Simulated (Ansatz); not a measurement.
**The atomisation energy (no zero-point term) down a group: Al to In**

Gas-phase molecules, one atom swapped for its congeners: Al(OH)3(OH2); Ga(OH)3(OH2); In(OH)3(OH2). All are singlets with charge 0.

Shapes, held fixed at every level: PBE0-D4/def2-TZVP. Flexible molecules stand in one conformer, not always the lowest. Programs: Ansatz 0.2.0. Values in eV.

(1) How should the atomisation energy change along the series?

## Answers

(1) At CCSD(T)/def2-TZVPP the atomisation energy falls at every step, from 38.96 to 33.69 eV. Every level shows the same order. For atoms past krypton def2 sets carry core potentials with scalar relativity. Relativity is left out for Ga. Outer-core shells of Ga, In are correlated in most correlated rows, in sets that cover them unevenly. Spin-orbit coupling, which grows down the group, is left out (summed over each molecule's free atoms 0.05, 0.11, 0.22 eV). Coupled cluster in double- or triple-zeta sets underbinds by a few per cent against its basis-set limit.

```tsv
level	Al(OH)3(OH2)	Ga(OH)3(OH2)	In(OH)3(OH2)
HF/def2-SVP	27.32	24.08	21.47
HF/def2-TZVPP	27.54	24.18	21.90
r2SCAN0-D4/def2-TZVPP	38.82	35.50	33.24
wB97M-V/def2-TZVPP	39.93	36.52	34.54
MP2/def2-TZVPP	40.22	37.18	34.76
CCSD(T)/def2-SVP	37.00	34.10	31.69
CCSD(T)/def2-TZVPP	38.96	35.96	33.69
```
